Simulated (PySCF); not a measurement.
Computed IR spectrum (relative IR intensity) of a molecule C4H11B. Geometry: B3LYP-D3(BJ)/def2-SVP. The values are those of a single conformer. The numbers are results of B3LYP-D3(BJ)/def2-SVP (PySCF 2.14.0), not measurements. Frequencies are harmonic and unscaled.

| ν (cm⁻¹) | relative intensity |
|---|---|
| 842 | 3.3 |
| 879 | 16 |
| 971 | 7.1 |
| 1014 | 12 |
| 1042 | 12 |
| 1135 | 55 |
| 1173 | 42 |
| 1299 | 5.6 |
| 1321 | 100 |
| 1335 | 82 |
| 1394 | 2.4 |
| 1426 | 4.0 |
| 1444 | 2.9 |
| 1447 | 5.9 |
| 1476 | 6.5 |
| 1481 | 6.5 |
| 2980 | 24 |
| 3000 | 2.4 |
| 3013 | 14 |
| 3022 | 30 |
| 3066 | 11 |
| 3070 | 12 |
| 3095 | 35 |
| 3098 | 31 |
| 3108 | 23 |
| 3112 | 27 |

Task: Which structure fits?
A. CCB(C)C
B. CBCCC
C. BC(C)(C)C
D. CCBCC

Result: A, CCB(C)C
